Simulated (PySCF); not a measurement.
BFH₂. Atoms are numbered in the order given.

```xyz
4

B      0.0000     0.0000     0.6712
H      0.0000    -1.0593     1.2294
H      0.0000     1.0593     1.2294
F      0.0000     0.0000    -0.6461
```
Charge 0, spin multiplicity 1.

Geometry optimised at PBE0-D3(BJ)/def2-TZVPD.

Level of theory: PySCF with PBE0/def2-TZVPD.

```json
{
  "total_energy": "-125.84115 hartree",
  "point_group": "C2v",
  "highest_occupied_level": "-9.35 eV",
  "lowest_empty_level": "-1.22 eV",
  "orbital_gap": "8.13 eV",
  "dipole_moment": "0.75 D",
  "quadrupole, principal values (traceless, Buckingham form, about the centre of nuclear charge)": "-1.32, -0.64, 1.96 D·Å",
  "mean_static_polarisability": "17.0 bohr³ (2.52 Å³)",
  "polarisability_principal_values": "14.4, 18.1, 18.4 bohr³"
}
```
